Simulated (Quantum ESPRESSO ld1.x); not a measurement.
The numbers below are computed, except where a source is named.
Q: The aim is the cadmium ion Cd3+ in [Kr] 4d9. What will ld1.x (Quantum ESPRESSO 7.5) do with this input?

```
 &input
    zed=48.0,
    iswitch=1,
    rel=2,
    dft='PZ',
    config='[Kr] 4d9 1s1',
    lsmall=.true.,
    prefix='ld1',
    max_out_wfc=37,
    file_charge='ld1.rho',
 /
```

A: Refused. The program stops in el_config with "occupation wrong": the bracketed core already holds 1s.

Output (excerpt):

```
     Program LD1 v.7.5 starts

 %%%%%%%%%%%%%%%%%%%%%%%%%%%%%%%%%%%%%%%%%%%%%%%%%%%%%%%%%%%%%%%%%%%%%%%%%%%%%%
     Error in routine el_config (1):
     occupation wrong
 %%%%%%%%%%%%%%%%%%%%%%%%%%%%%%%%%%%%%%%%%%%%%%%%%%%%%%%%%%%%%%%%%%%%%%%%%%%%%%

     stopping ...
```

Run on one thread of a shared host, so times are rough (Intel(R) Xeon(R) Processor @ 2.60GHz): 0.11 s of CPU time, 0.97 s wall.
